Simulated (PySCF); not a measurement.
C3H3F4O (doublet state).
Structure used (PBE0-D3(BJ)/def2-SVP), in Å, numbered top down from 1:
```
atom  x, y, z in Å
C1    -1.8712    0.2787    0.1670
O2    -0.6051   -0.2694    0.4943
C3     0.4506    0.2525   -0.1099
F4     0.3619    0.3647   -1.4400
C5     1.7604   -0.3280    0.3495
F6     2.7690    0.2964   -0.2481
F7     1.8662   -1.6322    0.0654
F8     1.8849   -0.1891    1.6644
H9    -2.0910    0.1505   -0.9030
H10   -1.9051    1.3495    0.4240
H11   -2.6097   -0.2683    0.7638
```

The hyperfine couplings belong to this conformer and change with its torsions.

As a line formula: `CO[C](F)C(F)(F)F` [radical].

Method used: UKS B3LYP, IGLO-III on C F O, pcH-1 on H, non-relativistic, mean-field spin-orbit, GIAO (PySCF 2.14.0). One conformer (not necessarily the lowest) at the PBE0-D3(BJ)/def2-SVP geometry, without solvent, vibrations or thermal averaging. The SCF solution wasn't tested for stability.

The isotropic 13C couplings are +329.8, +20.2, +15.8 MHz. Assign them to C1; C3; C5.

```tsv
site	a_iso (MHz)	ρ(0) (bohr⁻³)	position	distance from C3 (Å)	spin population	largest |T| (MHz)
C1	+15.8	+0.0141	2 bonds from C3	2.34	-0.03	3.7
C3	+329.8	+0.2934	largest spin population	0.00	+0.84	139.6
C5	+20.2	+0.0180	1 bond from C3	1.50	+0.01	9.8
```

Match the computed a_iso(19F) values +269.0, +34.1 MHz (means over equivalent nuclei) with the sites F4; F6/F7/F8.

| site | a_iso (MHz) | ρ(0) (bohr⁻³) | position | distance from C3 (Å) | bound to | spin population there | largest \|T\| (MHz) |
| --- | --- | --- | --- | --- | --- | --- | --- |
| F4 | +269.0 | +0.0639 | 1 bond from C3 | 1.34 | C3 | +0.84 | 399.5 |
| F6/F7/F8 | +34.1 | +0.0081 | 2 bonds from C3 | 2.34 | C5 | +0.01 | 52.5 |

ρ(0) is the spin density at the nucleus and T the dipolar tensor; entries for several nuclei are means. The Mulliken spin populations are largest on C3 (+0.84) and O2 (+0.09). No atom but C3 exceeds +0.15. The angles at C3 add up to 342.7°, so it is pyramidal.

Means are taken over nuclei equivalent by connectivity, which assumes that they swap fast. The three 19F nuclei of mean +34.1 MHz run from 0.2 to 94.0 MHz in the frozen geometry. The three 1H nuclei of mean +6.0 MHz run from -2.0 to 12.2 MHz in the frozen geometry.
